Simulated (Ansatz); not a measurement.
Relaxation of CH6GeOSe (10 atoms, charge 0, multiplicity 1), to a largest force component of 0.02 eV/Å in at most 50 steps.

Computed with RKS PBE/def2-mTZVP (Ansatz 0.2.0).

```xyz
10
Properties=species:S:1:pos:R:3:forces:R:3
C 0.828 1.581 0.118 -2.07 3.15 -0.91
Se -0.213 0.799 1.564 -0.13 -0.48 0.22
Ge -0.912 -0.988 0.171 1.57 0.19 0.86
O 0.638 -1.887 -0.359 -1.73 -0.49 -0.62
H 0.093 1.849 -0.751 1.26 -0.38 1.25
H 1.578 0.956 -0.244 1.43 -1.24 -0.53
H 1.268 2.571 0.470 -0.41 -1.10 -0.25
H -1.776 -1.916 0.974 -0.53 -0.58 0.44
H -1.629 -0.417 -1.009 -0.43 0.32 -0.98
H 0.208 -2.599 -0.931 1.03 0.62 0.52
```

**Question.** Where does it end, and by what steps?

**Answer.** The forces met the threshold. The force dipped under the threshold on the way, but the program's further checks kept it going. After 37 steps the energy has fallen by 0.401 eV; O4 moved furthest, 0.90 Å.

```
step  energy less start (eV)  largest force component (eV/Å)  accepted
   0                  0.0000                           3.148       yes
   2                 -0.3476                           0.453       yes
   4                 -0.3140                           0.604        no
   6                 -0.3790                           0.051       yes
   8                 -0.3802                           0.045       yes
  10                 -0.3810                           0.019       yes
  12                 -0.3817                           0.286       yes
  14                 -0.3858                           0.124       yes
  16                 -0.3362                           1.543        no
  18                 -0.3886                           0.070       yes
  20                 -0.3895                           0.088       yes
  22                 -0.3766                           0.843        no
  24                 -0.3954                           0.184       yes
  26                 -0.3968                           0.027       yes
  28                 -0.3991                           0.104       yes
  30                 -0.4002                           0.052       yes
  32                 -0.4007                           0.020       yes
  34                 -0.4012                           0.068       yes
  36                 -0.4014                           0.004       yes
  37                 -0.4014                           0.014       yes
```

```xyz
10
Properties=species:S:1:pos:R:3
C 0.797 1.688 0.029
Se 0.244 0.471 1.496
Ge -0.964 -1.102 0.191
O 0.012 -2.539 -0.322
H -0.052 1.913 -0.625
H 1.623 1.258 -0.547
H 1.134 2.612 0.512
H -2.080 -1.738 1.047
H -1.496 -0.344 -1.061
H 0.863 -2.271 -0.717
```

The run took 120 s on 2 threads of Arm Neoverse V1, on a shared host, peak memory 0.19 GiB.
